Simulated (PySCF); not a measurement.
CH2AlF3O, SMILES [OH][AlH][C](F)(F)F. Atoms are numbered in the order given.

```xyz
8

Al    -0.4597     0.8504     0.9013
C     -0.0595    -0.6186    -0.4235
F     -1.0950    -1.4955    -0.5474
F      1.0235    -1.3616    -0.0663
F      0.1923    -0.1519    -1.6754
H     -1.7962     0.8817     1.7326
O      0.7775     2.0077     1.0152
H      0.8228     2.7929     1.5716
```

Coordinates come from a TPSSh-D3(BJ)/def2-SVP optimisation. The structure was generated by enumeration; whether it is a known compound was not checked. Other conformers were not sampled.

Computed with PBE0/pcSseg-1 (PySCF).

GIAO shieldings, no solvent; atoms alike by connectivity are averaged. δ = σ(ref) − σ: ¹³C against TMS (σ = 186.3 ppm); ¹⁹F against CFCl3 (σ = 167.2 ppm); ¹H against TMS (σ = 31.56 ppm); ¹⁷O against H2O (σ = 334.2 ppm), references at their B3LYP-D3(BJ)/def2-TZVP geometries, non-relativistic.

Computed chemical shifts:
```json
[
 {"nucleus": "¹³C", "atoms": "C2", "count": "1", "δ (ppm)": "141.1"},
 {"nucleus": "¹⁹F", "atoms": "F3, F4, F5", "count": "3", "δ (ppm)": "-71.5"},
 {"nucleus": "¹H", "atoms": "H6", "count": "1", "δ (ppm)": "4.84"},
 {"nucleus": "¹H", "atoms": "H8", "count": "1", "δ (ppm)": "3.71"},
 {"nucleus": "¹⁷O", "atoms": "O7", "count": "1", "δ (ppm)": "74.7"}
]
```
